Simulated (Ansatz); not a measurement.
```xyz
9

C     0.829   -0.046    1.542
Se   -1.063    0.334    1.189
Sn   -0.881    0.081   -1.276
Cl    0.654    1.552   -2.181
Cl   -2.909    0.424   -2.307
Cl   -0.107   -2.015   -1.870
H     0.934    0.023    2.624
H     1.082   -1.051    1.213
H     1.461    0.698    1.064
```

Charge 0, multiplicity 1. Sn: def2 effective core potential.

(1) List the PBE0/def2-TZVPP orbital energies in eV (the Gaussian-basis code of Ansatz). (Estimate.)

Answers

(1) Computed: Occupied: -12362.43, -2767.76, -2767.66, -2767.66, -1585.21, -1422.25, -1422.22, -1422.16, -279.69, -259.59, -259.49, -259.49, -215.61, -197.88, -197.78, -197.78, -197.72, -197.72, -197.63, -197.63, -197.63, -197.63, -159.20, -159.12, -158.90, -142.07, -96.71, -96.70, -96.67, -59.21, -59.20, -59.02, -58.95, -58.91, -30.57, -30.56, -30.46, -30.37, -30.37, -23.45, -22.78, -22.70, -21.86, -18.38, -14.53, -12.82, -12.76, -11.40, -11.21, -10.79, -10.19, -9.74, -9.73, -9.48, -9.43, -9.30, -8.92, -7.53. Lowest empty: -2.74, -0.91, -0.14, 0.33, 0.56, 1.52, 2.34, 2.45.
